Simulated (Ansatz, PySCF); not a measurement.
Caution: the restricted solution is unstable towards spin-unrestricted or complex orbitals, so a lower solution exists and this singlet may not be the ground state. This singlet lies 0.09 eV below the relaxed triplet at the level frozen-core CCSD(T)/cc-pVTZ // PBE0-D3(BJ)/def2-TZVP (Ansatz, a program for electronic structure); other levels give the other order.

Cartesian coordinates (Å):
SMILES: [AlH2][C]O
```xyz
6

O      1.8550    -0.1462    -0.3186
C      0.6367    -0.0482     0.0195
Al    -1.2055     0.0864    -0.1309
H      2.4549    -0.1718     0.4541
H     -1.7621     1.5636    -0.0467
H     -1.9789    -1.2838     0.0226
```
Charge 0, multiplicity 1.

Q: Estimate the HOMO, total energy, dipole moment, HOMO–LUMO gap and LUMO that PBE0-D3(BJ)/def2-TZVP in PySCF 2.14.0 returns for this input.

A: 
```json
{
 "HOMO": "-5.47 eV",
 "total_energy": "-357.2395 Ha",
 "dipole_moment": "2.58 D",
 "HOMO–LUMO gap": "3.31 eV",
 "LUMO": "-2.16 eV"
}
```
